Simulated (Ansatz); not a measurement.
Input file for C$_{2}$H$_{8}$SeSi (`[SiH3]CC[SeH]`):

```yaml
crystal:
  periodic: [false, false, false]
  atoms:
    - {symbol: Si, position_ang: [0.276186, 1.759996, 0.269215]}
    - {symbol: C, position_ang: [-0.517478, 0.052130, 0.231725]}
    - {symbol: C, position_ang: [0.465205, -1.038975, -0.142378]}
    - {symbol: Se, position_ang: [-0.283890, -2.852704, -0.127304]}
    - {symbol: H, position_ang: [0.829400, 2.100296, -1.070015]}
    - {symbol: H, position_ang: [-0.726097, 2.790639, 0.649779]}
    - {symbol: H, position_ang: [1.391261, 1.783992, 1.254615]}
    - {symbol: H, position_ang: [-0.958558, -0.153513, 1.211726]}
    - {symbol: H, position_ang: [-1.349700, 0.076542, -0.479446]}
    - {symbol: H, position_ang: [0.905383, -0.874126, -1.126345]}
    - {symbol: H, position_ang: [1.287784, -1.099007, 0.573960]}
    - {symbol: H, position_ang: [-1.242494, -2.600469, -1.211434]}
basis:
  gaussian: {orbitals: def2-TZVPP}
correlation: {method: ccsd_t}
```

```sh
$ ansatz run in.yaml --threads 4 --pin off --events-out ev --progress --plain --max-ram 10444MiB
```

Log, shortened:

```
Functional definition: HF
1545 factors; integrals over basis functions are off by at most 9.0e-4 eV
mean field evaluation 1: about -75350.8485 eV, gradient 2.9e1 eV
mean field evaluation 2: about -75351.0735 eV, gradient 2.9e1 eV
mean field evaluation 4: about -75353.7986 eV, gradient 4.1e0 eV
mean field evaluation 8: about -75353.8611 eV, gradient 2.5e-1 eV
mean field -75353.86142295 eV, -2769.2033306116 hartree, gradient 2.4e-6 eV, S^2 0.000000; 0 other end points of the search recorded, 0 dependent functions left out
16 core orbitals not correlated: weight in the atoms' cores, before any rotation towards them, 1.000 or more for the frozen orbitals, at most 0.000 for the correlated occupied ones
reference -75353.86142295 eV, -2769.2033306116 hartree; 18, 18 occupied and 230, 230 virtual orbitals, 1545 factors
second order -20.68863198 eV of doubles, -0.00000000 eV of singles
cycle   1  -21.39421414 eV  change   -7.1e-1 eV  update   9.7e-2
cycle   2  -22.00214836 eV  change   -6.1e-1 eV  update   2.8e-2
cycle   3  -22.06812459 eV  change   -6.6e-2 eV  update   1.1e-2
cycle   4  -22.06232059 eV  change    5.8e-3 eV  update   2.9e-3
cycle   5  -22.06263033 eV  change   -3.1e-4 eV  update   1.1e-3
cycle   6  -22.06235702 eV  change    2.7e-4 eV  update   3.3e-4
cycle   7  -22.06224768 eV  change    1.1e-4 eV  update   1.2e-4
cycle   8  -22.06227332 eV  change   -2.6e-5 eV  update   4.1e-5
perturbative correction -0.83673318 eV, -0.0307493772 hartree
Total energy: -75376.76042945 eV, -2770.0448535789 hartree
```

Hardware: 4 threads of an Arm Neoverse V2 on a shared host. Wall time 3.7 min, peak host memory 6.4 GiB.

MP2 recovers 90.3 % of the CCSD(T) correlation energy and the triples give 3.7 %; T1 = 0.0095.
